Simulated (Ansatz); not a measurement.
The first iterations of a band of CH$_{4}$Sb (6 atoms, charge -1, multiplicity 1).

Level of theory: Ansatz, RKS B3LYP/def2-TZVP.

```yaml
movable_images: 5
climbing_image: yes
spring: 5.0 eV/Å²
optimiser: quadratic models (default)
start_path: IDPP
force_threshold: 0.03 eV/Å
iteration_limit: 60
end_points: relaxed
```

Initial state:

```xyz
6
Properties=species:S:1:pos:R:3
C 0.077 -1.133 0.290
Sb 0.761 0.812 -0.068
H -1.010 -1.241 0.209
H 0.567 -1.791 -0.439
H -0.303 1.723 -1.205
H -0.091 1.630 1.213
```

Final state:

```xyz
6
Properties=species:S:1:pos:R:3
C -0.011 -1.075 -0.468
Sb 0.769 0.806 0.014
H -1.052 -1.214 -0.158
H 0.622 -1.826 0.023
H -0.337 1.793 -0.900
H 0.009 1.516 1.488
```

| iteration | highest image above the first end (eV) | largest band force component (eV/Å) |
| --- | --- | --- |
| 1 | 0.121 | 0.506 |
| 2 | 0.151 | 0.466 |

Problem. Does the band converge within its limit, and where does its top end?

Solution. It converged. It ended after 6 iterations with the highest image 0.099 eV above the first end. A vibrational analysis at the climbing image gives one clearly imaginary mode, 443i cm⁻¹: a first-order saddle point. Limits of this set-up: an anion without diffuse functions, the dipole of an ion depends on the origin.

Time of the run: 34 s on 2 threads of AMD EPYC 9R14 (Zen 4), on a shared host, peak memory 0.19 GiB.
